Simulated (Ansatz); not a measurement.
Two members of one family (Same ligands, another metal), computed with Ansatz in the gas phase; def2 core potentials for Nb, no spin–orbit coupling. The two geometries come from different levels. HOMO and LUMO are taken over both spins. Binding counts from free atoms in the multiplicity of their measured ground term, without zero-point energy. Singlets are spin-restricted. The structures are stationary points that may keep the symmetry of their start. Remarks come from the PBE and PBE0 runs and from stability tests at other levels; not every state was tested. HOMO above LUMO (over both spins in singlets and doublets, within one spin in higher multiplets; at PBE or PBE0), or a gap under 0.15 eV within one spin, warns that the state may not be the lowest or that an electron is smeared out.

First: NbH4 (doublet, charge 0, r2SCAN-D4/def2-TZVP geometry).

```xyz
5

Nb    0.0001    0.0001   -0.0003
H     0.6654   -1.4277    0.7874
H    -1.7490   -0.1172    0.1716
H     0.4699    0.0678   -1.6963
H     0.6136    1.4769    0.7377
```

```tsv
level	HOMO (eV)	LUMO (eV)	gap (eV)	binding per atom (eV)
PBE-D4/def2-SVP	-4.71	-4.50	0.21	2.30
PBE-D4/def2-TZVP	-4.74	-4.52	0.22	2.30
revPBE-D4/def2-TZVP	-4.73	-4.43	0.30	2.29
r2SCAN-D4/def2-TZVP	-5.19	-4.38	0.81	2.25
CAM-B3LYP-D4/def2-TZVP	-7.76	-2.08	5.67	2.38
```

Metal–donor distances: 4 × H 1.76 Å.

Second: CrH4 (triplet, charge 0, PBE-D4/def2-TZVP geometry).

```xyz
5

Cr    0.000    0.000    0.000
H     0.479    0.895    1.234
H    -1.526    0.331   -0.338
H     0.138   -1.546    0.378
H     0.909    0.320   -1.274
```

Task: What does the change do? Estimate second minus first.

Result: 
```tsv
level	Δ HOMO (eV)	Δ LUMO (eV)	Δ gap (eV)	Δ binding per atom (eV)
PBE-D4/def2-SVP	-1.67	0.76	2.43	-0.58
PBE-D4/def2-TZVP	-1.63	0.69	2.32	-0.58
revPBE-D4/def2-TZVP	-1.65	0.66	2.31	-0.58
r2SCAN-D4/def2-TZVP	-1.93	0.58	2.51	-0.60
CAM-B3LYP-D4/def2-TZVP	-2.80	0.14	2.94	-0.72
```

Metal–donor distances: 4 × H 1.60 Å. Remarks: spin-contaminated (⟨S²⟩ up to 2.33), HOMO above LUMO (singlet), restricted SCF unstable (singlet).
